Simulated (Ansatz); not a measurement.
Geometry optimisation, RKS PBE0/def2-TZVP (Ansatz 0.2.0).

Input file:

```yaml
crystal:
  periodic: [false, false, false]
  atoms:
    - { symbol: C, position_ang: [-0.73145, 1.30986, -0.47269] }
    - { symbol: Cu, position_ang: [0.2828, -0.25651, 0.01069] }
    - { symbol: O, position_ang: [1.29454, -1.81449, 0.48503] }
    - { symbol: H, position_ang: [-1.29963, 1.74468, 0.35298] }
    - { symbol: H, position_ang: [-1.46626, 1.1294, -1.2601] }
    - { symbol: H, position_ang: [-0.10713, 2.12321, -0.84767] }
    - { symbol: H, position_ang: [1.36475, -1.71296, 1.4481] }
    - { symbol: H, position_ang: [0.66239, -2.52319, 0.28366] }
basis:
  gaussian: { orbitals: def2-TZVP }
hamiltonian:
  xc: pbe0
relax:
  f_tol: 0.015
  max_steps: 40
```

Launched with:

```bash
$ ansatz run input.yaml --threads 2 --pin off --max-ram 3072MiB --backend cpu --events-out ev --progress --plain --runs-dir out
```

Q: Where does it end, and by what steps?

A: It converged. After 7 steps the energy has fallen by 0.102 eV; H7 moved furthest, 0.14 Å.

```
step  energy less start (eV)  largest force component (eV/Å)  accepted
   0                  0.0000                           1.136       yes
   1                 -0.0645                           0.630       yes
   2                 -0.0986                           0.169       yes
   3                 -0.1008                           0.049       yes
   4                 -0.1014                           0.057       yes
   5                 -0.1015                           0.022       yes
   6                 -0.1015                           0.019        no
   7                 -0.1016                           0.006       yes
```

```xyz
8
Properties=species:S:1:pos:R:3
C -0.764 1.371 -0.495
Cu 0.205 -0.178 -0.001
O 1.241 -1.813 0.512
H -1.322 1.778 0.355
H -1.478 1.143 -1.293
H -0.084 2.147 -0.859
H 1.451 -1.826 1.452
H 0.752 -2.622 0.327
```

Whether the end is a true minimum wasn't checked by a vibrational analysis.

The run took 28 s on 2 threads of Intel(R) Xeon(R) Platinum 8259CL CPU @ 2.50GHz (Skylake/Cascade Lake), on a shared host, peak memory 0.35 GiB.
